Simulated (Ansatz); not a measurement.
C6H16Sn (`[CH3][SnH]([CH3])[C](C)(C)C`), relaxed with RKS PBE0-D4/def2-TZVP in Ansatz 0.2.0 from a PBE-D4/def2-SVP geometry. The force threshold is 0.005 eV/Å; the program also tests the step.

Total charge 0; spin multiplicity 1. Sn: def2 effective core potential.

Start:

```xyz
23

C     0.460   -2.257   -1.501
Sn    0.969   -0.851    0.083
C     2.675    0.356   -0.530
C    -0.768    0.468    0.493
C    -0.382    1.449    1.605
C    -1.949   -0.406    0.930
C    -1.107    1.224   -0.798
H    -0.409   -2.873   -1.202
H     0.207   -1.706   -2.428
H     1.317   -2.927   -1.708
H     1.373   -1.733    1.533
H     2.941    1.077    0.266
H     2.428    0.916   -1.453
H     3.550   -0.293   -0.730
H    -1.232    2.134    1.836
H    -0.118    0.928    2.549
H     0.481    2.088    1.320
H    -1.726   -0.978    1.855
H    -2.845    0.223    1.142
H    -2.243   -1.135    0.146
H    -0.265    1.857   -1.146
H    -1.379    0.537   -1.627
H    -1.979    1.901   -0.636
```

```csv
step,energy (eV),largest force (eV/Å),largest move (Å)
1,-12309.5327,0.392,0.000
2,-12309.6237,0.170,0.058
3,-12309.6327,0.041,0.027
4,-12309.6330,0.013,0.009
5,-12309.6331,0.004,0.004
```

End:

```xyz
23

C     0.463   -2.230   -1.481
Sn    0.959   -0.841    0.078
C     2.644    0.344   -0.527
C    -0.747    0.454    0.483
C    -0.378    1.433    1.588
C    -1.929   -0.402    0.919
C    -1.099    1.214   -0.789
H    -0.391   -2.843   -1.190
H     0.213   -1.692   -2.397
H     1.309   -2.888   -1.684
H     1.353   -1.707    1.514
H     2.913    1.054    0.257
H     2.405    0.899   -1.436
H     3.503   -0.297   -0.725
H    -1.226    2.096    1.808
H    -0.116    0.921    2.519
H     0.466    2.070    1.307
H    -1.711   -0.966    1.831
H    -2.801    0.233    1.128
H    -2.226   -1.115    0.146
H    -0.272    1.844   -1.133
H    -1.373    0.542   -1.607
H    -1.958    1.876   -0.610
```

Run time 31 s (6 threads of an AMD EPYC 7R13 on a shared host and a share of an NVIDIA H100 80 GB); peak host memory 1 GiB.
